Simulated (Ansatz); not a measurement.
A nudged elastic band was laid between two geometries of CH$_{7}$NSi$_{2}$ (11 atoms, charge 0, multiplicity 1).

All numbers below come from RKS PBE-D4/def2-SVP in Ansatz.

| Property | Result |
| --- | --- |
| movable images | 7 |
| climbing image | yes |
| spring | 5.0 eV/Å² |
| optimiser | quadratic models (default) |
| start path | through a guess of the saddle point |
| force threshold | 0.03 eV/Å |
| iteration limit | 60 |
| end points | relaxed |

Image 0:

```xyz
11
Properties=species:S:1:pos:R:3
C -1.091 -0.101 -0.510
Si -0.353 -0.301 1.239
N 1.230 0.088 0.570
Si 0.678 0.321 -1.088
H -1.830 0.718 -0.618
H -1.514 -1.028 -0.945
H -0.471 -1.683 1.836
H -0.869 0.675 2.269
H 2.153 0.164 0.999
H 1.273 -0.630 -2.099
H 0.860 1.719 -1.631
```

Image 8:

```xyz
11
Properties=species:S:1:pos:R:3
C -1.251 -0.219 -0.629
Si -0.278 -0.156 0.939
N 1.352 -0.231 0.065
Si 0.350 0.402 -1.682
H -2.117 0.471 -0.675
H -1.583 -1.234 -0.927
H -0.320 -1.283 1.949
H -0.279 1.158 1.660
H 1.762 -1.167 -0.051
H 2.102 0.395 0.388
H 0.327 1.806 -1.016
```

(1) Which bonds break or form, and what moves?

(2) Give the energies along the band, and the barrier.

(3) What is the geometry of the highest image?

The band took 50 iterations and about 17 core-minutes.

## Answers

(1) Bonds broken: Si4–H10. Bonds formed: N3–H10.

(2) The forces met the threshold. The highest image is number 5 of 0 to 8, 62.2 kcal/mol above the first end and 34.9 kcal/mol above the last; the last end lies 27.3 kcal/mol above the first. The profile has 2 maxima (images 5, 7) with wells between them (image 6): this band takes more than one step, which may be the mechanism or a detour left from its start path. A vibrational analysis at the climbing image gives one clearly imaginary mode, 1364i cm⁻¹: a first-order saddle point. The orbitals stay closed-shell, which can raise the energy where a bond breaks towards radicals; this wasn't checked here.

```tsv
image	path coordinate (Å)	energy (kcal/mol)	Si4–H10 (Å)	N3–H10 (Å)
0	0.00	0.0	1.51	2.76
1	0.34	0.9	1.51	2.67
2	0.69	7.4	1.50	2.44
3	1.03	23.4	1.49	2.13
4	1.37	48.0	1.51	1.78
5	1.71	62.2	1.61	1.43
6	4.29	38.5	2.73	1.03
7	6.87	47.1	3.33	1.02
8	9.45	27.3	2.71	1.03
```

(3) 
```xyz
11
Properties=species:S:1:pos:R:3
C -1.161 -0.049 -0.558
Si -0.287 -0.349 1.098
N 1.295 -0.086 0.343
Si 0.515 0.359 -1.443
H -1.853 0.816 -0.534
H -1.700 -0.921 -0.977
H -0.475 -1.717 1.704
H -0.585 0.671 2.173
H 2.223 0.126 0.722
H 1.501 -0.778 -0.886
H 0.595 1.871 -1.623
```

The run took 8.6 min on 2 threads of Arm Neoverse V2 (shared host), peak memory 0.14 GiB.
